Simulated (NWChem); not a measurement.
Molecule: ZnH2O; SMILES [OH][ZnH]

Program: NWChem. Pople sets run with spherical d functions. All runs use the structure optimised with PBE-D3(BJ)/def2-SVP. Field at 589 nm.

Order these by “isotropic polarisability (bohr³)”, lowest first: B3LYP/def2-SVP; B3LYP/def2-SVPD; B3LYP/6-31G*.

B3LYP/def2-SVP (22.6), B3LYP/6-31G* (26.8), B3LYP/def2-SVPD (32.1)
